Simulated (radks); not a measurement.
The hafnium ion Hf+ inside a hard spherical wall (all orbitals vanish at R), configuration held at [Xe] 4f14 5d1 6s2 and not refilled when levels cross. Method: scalar-relativistic Kohn-Sham, LDA (Slater exchange, VWN5 correlation), spin-polarised, spherical densities, point nucleus; open shells are filled with parallel spins first (spin-orbit coupling, left out, can overturn this in heavy ions); computed with a radial shooting solver on a logarithmic mesh with Libxc functionals. Eigenvalues in eV for spin up, with the zero of energy where the potential of the charges vanishes at infinity; a dash marks a level that is unbound or too diffuse for the functional's potential to be trusted. A positive occupied level is held by the wall or, in an anion where self-interaction has pushed it up, behind a barrier. The pressure on the wall is -dE/dV.

R (bohr)  E (hartree)  kinetic (hartree)    e(5p)    e(4f)    e(6s)    e(5d)  e(6p, empty)  e(7s, empty)  pressure (GPa)
free      -15068.9887          16509.071  -45.160  -26.461  -12.281  -11.216        -7.151        -3.274               0
20        -15068.9887          16509.071  -45.160  -26.461  -12.281  -11.216        -7.151        -3.273        < 0.0001
6         -15068.9596          16509.298  -44.396  -25.661  -11.491  -10.524        -5.477         6.566            2.67
4         -15068.5196          16511.381  -40.388  -21.229   -4.164   -6.080         6.093        42.533            97.7
3         -15066.8171          16518.296  -32.933  -12.547   17.537    4.279        35.506        114.42             954
2.5       -15063.6180          16530.673  -22.603   -1.122   51.019   19.042        76.671        203.66            3910
2         -15053.5250          16566.802    4.308   24.614   136.37   55.920        174.57        399.23           20800
1.5       -15013.6447          16695.596   95.335   91.041   392.82   170.66        452.77        913.45          164000
